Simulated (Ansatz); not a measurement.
Reaction (cleavage of the Si–Si bond): `N[Si](O)([SiH3])Cl` + `C[NH][InH2]` → `C[N]([SiH3])[InH2]` + `N[SiH](O)Cl`

Computed with Ansatz on PBE0-D4/def2-TZVP structures; ΔE is electronic, products minus reactants. CCSD(T)/CBS is the MP2 limit (def2-TZVPP, def2-QZVPP) plus CCSD(T) − MP2 in def2-TZVPP, frozen cores. def2 core potentials past Kr. For In outer-core shells are correlated without core-valence functions, which leaves a few kJ/mol of doubt a bond. Each species was taken in one conformer, which may not be the lowest.

```csv
species,HF/def2-SVP energy (Eh)
`N[Si](O)([SiH3])Cl`,-1169.86895
`C[NH][InH2]`,-284.90765
`C[N]([SiH3])[InH2]`,-574.93508
`N[SiH](O)Cl`,-879.87024
```

Problem. Work out ΔE.

Solution. ΔE = (-574.93508) + (-879.87024) − (-1169.86895) − (-284.90765) = -0.02872 Eh = -75.4 kJ/mol. CCSD(T)/CBS gives -70.2 kJ/mol.

Largest T1 diagnostic among the species: 0.016.

From PBE to PBE0 (25 % exact exchange), in def2-TZVPP and without D4, ΔE moves by −8.3 kJ/mol. Leaving LDA and LC-ωPBE aside and taking each functional with its dispersion term where it has one, the values, not all of them listed here, spread over 26.6 kJ/mol, from BHLYP-D4 to PBE-D4. LDA lies −5.4 kJ/mol from PBE without D4.
